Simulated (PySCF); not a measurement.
## How methods differ on the ionisation energy of Si(2+)

Si(2+) [Ne] 3s2 (1S) → Si(3+) [Ne] 3s1 (2S), as a difference of total energies. Calculation: PySCF 2.14, in cc-pVDZ-DK (4s3p1d, 18 functions); the spin-free X2C one-electron Hamiltonian (Gaussian nucleus). Correlated levels: valence: [Ne] frozen. The calculations carry no spin-orbit coupling.

```
           method  ionisation energy (eV)  error (eV)
              UHF                  32.051      -1.442
             MN15                  33.193      -0.300
            M06-L                  33.346      -0.147
    MP2 (valence)                  32.828      -0.665
SCS-MP2 (valence)                  32.983      -0.510
   CCSD (valence)                  33.230      -0.263
```

Reference: 33.493 eV (measured; NIST Atomic Spectra Database, ionization energies).

Errors of the correlated levels include the incompleteness of this basis and the frozen core.

With two correlated electrons CCSD is exact in that space.
